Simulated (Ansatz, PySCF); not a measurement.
This Ansatz (an electronic-structure program) input computes a PBE0/def2-TZVPD energy:

Ansatz 0.2 input:
```yaml
crystal:
  periodic: [false, false, false]
  atoms:
    - {symbol: P, position_ang: [-0.06749770, -0.08696972, -0.56484595]}
    - {symbol: O, position_ang: [0.05549852, 0.13697337, 0.97144688]}
    - {symbol: H, position_ang: [1.31307843, 0.16633008, -0.82689104]}
    - {symbol: H, position_ang: [-0.74460107, 0.04242879, 1.52800534]}
basis:
  gaussian:
    orbitals: def2-TZVPD
hamiltonian:
  xc: {name: PBE0}
total_charge: 1
output: {forces: true}
```

**Question.** Write an input for the same energy in PySCF and say what it gives.

**Answer.** 
```python
from pyscf import gto, scf, dft

mol = gto.M(
    atom='''
    P    -0.06749770   -0.08696972   -0.56484595
    O     0.05549852    0.13697337    0.97144688
    H     1.31307843    0.16633008   -0.82689104
    H    -0.74460107    0.04242879    1.52800534
    ''',
    basis='def2-tzvpd',
    charge=1,
    spin=0,
    verbose=4,
)

mf = dft.RKS(mol, xc='pbe0').density_fit(auxbasis='def2-universal-jkfit')
mf.grids.level = 3
mf.conv_tol = 1e-9
mf.max_cycle = 100
mf.max_memory = 1500
mf.kernel()
if not mf.converged:
    mf = mf.newton()
    mf.kernel(mf.make_rdm1())
mf.analyze()
```
It gives -417.27641 Eh, and Ansatz -417.27638 Eh, a difference of 0.03 mEh, from the treatment of integrals and grids.

It need not be the lowest isomer of its formula.
